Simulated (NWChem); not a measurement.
A series in which one site is exchanged, each optimised at B3LYP/6-31G* with NWChem, gas phase unless a solvent is named. Pople sets run with spherical d functions. This build's default masses of Se (78.918 u) and Br (79.917 u) are each other's, which moves their modes by up to 0.6 %.

A: C(=C)=C(C)F (C4H5F; site = F)
B: C(=C(Br)C)=C (C$_{4}$H$_{5}$Br; site = Br)
C: C=C=C(C)Cl (C4H5Cl; site = Cl)
D: CC=C=C (C4H6; site = H)

Values for A:

- orbital gap (eV), B3LYP/6-31G*: 6.43
- highest harmonic frequency (cm⁻¹), B3LYP/6-31G*: 3193
- lowest singlet excitation, PBE0/def2-SVPD, TDA (eV): 4.81
- SMD solvation free energy in water, B3LYP/6-31G* (kcal/mol): 1.1

Task: How do these values change for the other members?

Result: 
| change from A | B | C | D |
|---|---|---|---|
| orbital gap (eV), B3LYP/6-31G* | -0.82 | -0.33 | +0.94 |
| highest harmonic frequency (cm⁻¹), B3LYP/6-31G* | +18 | +14 | +14 |
| lowest singlet excitation, PBE0/def2-SVPD, TDA (eV) | -0.49 | -0.15 | +0.87 |
| SMD solvation free energy in water, B3LYP/6-31G* (kcal/mol) | -1.2 | -0.7 | +0.1 |
